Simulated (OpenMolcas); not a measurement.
# Cu6+, Ag6+, Au6+: d5 down the group

| Quantity | Value |
| --- | --- |
| Program | OpenMolcas |
| Method | MS-CASPT2, IPEA 0.25 Eh, imaginary shift 0.1 Eh |
| Basis | ANO-R3 |
| Scalar Hamiltonian | X2C, finite nucleus |
| Spin-orbit coupling | RASSI with atomic mean-field integrals over the reference wave functions, term energies averaged over their components |

Active space for each ion: 5 electrons in 5 orbitals (d); closed shells correlated by CASPT2: Cu6+ 3s 3p; Ag6+ 4s 4p; Au6+ 5s 5p.

Computed levels in cm-1 above 6S 5/2:

```csv
Level,Cu6+,Ag6+,Au6+
4G 7/2,47570,31580,27360
4G 11/2,47610,31830,29370
4G 9/2,47650,32030,31010
4P 1/2,52760,36020,33160
4D 7/2,56900,37750,37870
4D 1/2,57260,39860,44340
2I 11/2,69400,46070,44310
2I 13/2,69700,47460,49200
2F 7/2(1),76690,55080,64130
weight of 6S in the lowest level (%),100,98,77
```

Mixed levels, with the weight of the term that names them: Ag6+ 4P 1/2 (65 %), Ag6+ 4D 1/2 (66 %), Ag6+ 2F 7/2(1) (54 %), Au6+ 4G 7/2 (56 %), Au6+ 4G 11/2 (71 %), Au6+ 4P 1/2 (59 %), Au6+ 4D 7/2 (54 %), Au6+ 4D 1/2 (67 %), Au6+ 2I 11/2 (68 %), Au6+ 2F 7/2(1) (57 %).

Measured, with the error of the calculation in %. Measured levels: Cu6+, Ag6+ from the list in Gamrath, thesis, University of Mons (2023).

```csv
Level,Cu6+,Ag6+
4G 7/2,,30378 (+3.9)
4G 11/2,,30662 (+3.8)
4G 9/2,,30907 (+3.6)
4P 1/2,51407 (+2.6),34605 (+4.1)
4D 7/2,55742 (+2.1),36485 (+3.5)
4D 1/2,56210 (+1.9),38685 (+3.0)
2I 11/2,67757 (+2.4),44011 (+4.7)
2I 13/2,67918 (+2.6),45546 (+4.2)
2F 7/2(1),74408 (+3.1),
```

Without spin-orbit coupling 4G lies 47590, 31740, 28360 cm-1 above 6S in that order; the difference to the level 4G 7/2, of either sign, comes from spin-orbit coupling, which also lowers the zero.

Term energies are means over components that CASPT2 splits; among the terms shown or strongly mixed into the levels shown the widest spread is 970 cm-1 (4d5 4F, Ag6+). Blocks of more than 70 roots (2S+1 = 2 even) ran without multistate coupling. Measured partners are found by configuration, term and J. A level has none where our copy of the source lacks it or the pairing is in doubt (some pairs that miss far off the trend of their configuration count as doubtful), and it then counts in no deviation. Only configurations of the active space appear.

A number in round brackets counts repeated terms of one configuration in the order of the reference energies.
